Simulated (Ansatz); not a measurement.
C$_{2}$H$_{4}$BrGaO, SMILES `[GaH2][O]/C=C/Br`, relaxed with RKS PBE0-D4/def2-TZVP in Ansatz 0.2.0 from a GFN2-xTB geometry. The force threshold is 0.005 eV/Å; the program also tests the step.

Total charge 0; spin multiplicity 1.

Start:

```xyz
9

Ga    1.796    0.116   -1.197
O     0.708   -0.250    0.094
C    -0.423   -0.426    0.803
C    -1.536    0.258    0.580
Br   -3.076   -0.020    1.625
H     1.299    0.340   -2.649
H     3.231    0.150   -0.651
H    -0.360   -1.172    1.589
H    -1.638    1.003   -0.194
```

Question: By how much does the energy fall, and how many steps does the optimiser take? (Best estimate.)

Answer: Computed: 26.17 kJ/mol, in 15 steps, 2 of them rejected.

Question: Which bonds change most? (Estimate.)

Answer: Computed: Ga1–O2 from 1.727 to 1.808 Å; Ga1–H7 from 1.535 to 1.551 Å; O2–C3 from 1.346 to 1.338 Å; C3–C4 from 1.325 to 1.331 Å.

Question: Give the relaxed structure. (Best estimate.)

Answer: Computed: 
```xyz
9

Ga    1.633    0.117   -1.065
O     0.980   -0.315    0.564
C    -0.311   -0.485    0.873
C    -1.301    0.314    0.483
Br   -3.081   -0.003    0.988
H     0.600    0.099   -2.227
H     3.154    0.418   -1.002
H    -0.511   -1.339    1.517
H    -1.163    1.194   -0.131
```
